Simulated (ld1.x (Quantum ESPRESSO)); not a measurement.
**cobalt (Co): excitation energies, all-electron against ultrasoft**

```json
{
  "Element": "cobalt",
  "Generator": "ld1.x (Quantum ESPRESSO) 7.5",
  "Type": "ultrasoft",
  "Functional": "PBE",
  "Relativity": "scalar-relativistic",
  "Frozen core": "[Ne] 3s2",
  "Valence charge": "15",
  "Reference configuration": "3p6 3d8 4s1 4p0",
  "Partial waves": "4s (bound): rcut 1.50, rcutus 2.05 bohr; 4s channel at 0.15 Ry: rcut 1.50, rcutus 2.05 bohr; 3p (bound): rcut 1.30, rcutus 1.60 bohr; 4p (bound, empty): rcut 1.30, rcutus 1.60 bohr; 3d (bound): rcut 1.15, rcutus 1.30 bohr; 3d channel at 1.05 Ry: rcut 1.15, rcutus 1.30 bohr",
  "Local potential": "all-electron potential smoothed inside 1.50 bohr (lloc = -1)",
  "Core correction": "none",
  "Augmentation charge": "built from norm-conserving waves at rcut, not smoothed further"
}
```

Energies are relative to the spin-unpolarised reference configuration 3p6 3d8 4s1 4p0; without spin polarisation the order of configurations can differ from experiment. Not all tests gave a result: 2 of 7 tests not solved or not reliable. Left out of the table: 3p6 3d7.5 4s1.5 4p0 (solver errors, printed error -2533 eV); 3p6 3d5 4s0 4p0 (solver errors, printed error -1469 eV).

```json
{"valence configuration": "3p6 3d7 4s2 4p0", "charge": "0", "ΔE all-electron (eV)": "1.203", "error AE − PS (meV)": "-50"}
{"valence configuration": "3p6 3d7 4s0 4p0", "charge": "+2", "ΔE all-electron (eV)": "27.019", "error AE − PS (meV)": "-2.1"}
{"valence configuration": "3p6 3d6 4s0 4p0", "charge": "+3", "ΔE all-electron (eV)": "62.888", "error AE − PS (meV)": "-206"}
{"valence configuration": "3p6 3d7 4s0 4p2", "charge": "0", "ΔE all-electron (eV)": "10.181", "error AE − PS (meV)": "-1951"}
```

What are ΔE and the potential's error for 3p6 3d7 4s1 4p0?

ΔE = 10.233 eV all-electron; the error (AE − PS) is -30 meV.

These tests converged, but a pseudo level misses the all-electron one widely, so the file describes the atom poorly there or has found another state: 3p6 3d7 4s0 4p0: empty 4p by 2.2 eV; 3p6 3d6 4s0 4p0: empty 4p by 3.7 eV.

A Bessel basis up to 400 Ry misses an occupied level by 0.88 Ry, so cutoffs and ghosts were not judged.
